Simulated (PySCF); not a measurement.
A structure optimised at PBE-D3(BJ)/def2-SVP, used in a PySCF frequency run:

```
C
H 1 1.1106
H 1 1.1106 2 106.78
C 1 1.5326 2 111.99 3 -122.94
H 4 1.1082 1 111.12 2 -179.81
H 4 1.1082 5 107.42 1 -121.74
H 4 1.1088 5 107.92 6 -116.12
Ge 1 1.9500 2 107.04 3 114.36
F 8 1.7567 1 107.96 2 66.96
F 8 1.7567 9 104.01 6 -91.09
H 8 1.5481 9 107.22 10 -113.38
```

Task: Write its SMILES, formula and point group.

Result: C[CH2][GeH]([F])[F], C2H6F2Ge, Cs

Task: What are its rotational constants (standard atomic weights)?

Result: 4.1771, 2.5202, 2.1820 GHz
